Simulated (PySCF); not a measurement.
## Working out the ionisation energy of As

As [Ar] 3d10 4s2 4p3 (4S) → As⁺ [Ar] 3d10 4s2 4p2 (3P). Calculation: PySCF 2.14, in cc-pVTZ-DK (6s5p3d1f, 43 functions); the spin-free X2C one-electron Hamiltonian (Gaussian nucleus). Frozen: [Ar] 3d10. Energies in hartree (1 hartree = 27.21139 eV):

```tsv
part	As (lower)	As⁺ (upper)
UHF	-2259.014353	-2258.668413
CCSD correlation	-0.084949	-0.068808
(T)	-0.002751	-0.001604
```

**Question.** What does Hartree-Fock give?

**Answer.** (-2258.668413) − (-2259.014353) = 0.345940 hartree = 9.414 eV.

**Question.** What do CCSD and CCSD(T) give?

**Answer.** The CCSD correlation energies differ by 0.016141 hartree = 0.439 eV and the triples by 0.001147 hartree = 0.031 eV, so CCSD gives 9.853 eV and CCSD(T) 9.884 eV.

Measured between the centres of the two terms (NIST): 10.008 eV, so CCSD(T) (valence) is off by -0.124 eV.

What remains against the reference includes basis incompleteness, the frozen core and higher excitations.
